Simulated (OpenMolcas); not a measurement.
An OpenMolcas run meant for As IV (ANO-RCC-VDZP, X2C; inactive shells 1s 2s 2p 3s 3p 3d; intended active space 2 electrons in 4 orbitals (4s 4p)). One step of its input:

```
&RASSCF
FileOrb=start.orb
Symmetry=1
Spin=3
nActEl=2 0 0
Inactive=8 6
Ras2=1 3
CIRoot=6 6 1
SDav=3
CIMx=300
Iter=51 100
PrWF=0.3
OrbListing=Nothing
MaxOrb=0
Atom
CIOnly
>>> COPY $Project.JobIph JOB001
```

Lines from the output:

```
...
      Number of secondary orbitals               9
      Spin quantum number                      1.0
      State symmetry                             1
Orbital specifications:
      -----------------------

      Symmetry species                           1   2
                                                ag  au
      Frozen orbitals                            0   0
      Inactive orbitals                          8   6
      Active orbitals                            1   3
      RAS1 orbitals                              0   0
      RAS2 orbitals                              1   3
      RAS3 orbitals                              0   0
      Secondary orbitals                         6   3
      Deleted orbitals                           0   0
      Number of basis functions                 15  12
      Number of CSFs                             3
      Number of root(s) required                 6
 ************ ERROR ***********
  You can't ask for more roots
  than there are configurations
 ******************************
--- Stop Module: rasscf at  /rc=_RC_INPUT_ERROR_ ---
.####################.
.# User input error #.
.####################.
```

Q: What is wrong with the input?

A: CIRoot asks for more roots than the active space has configuration state functions.
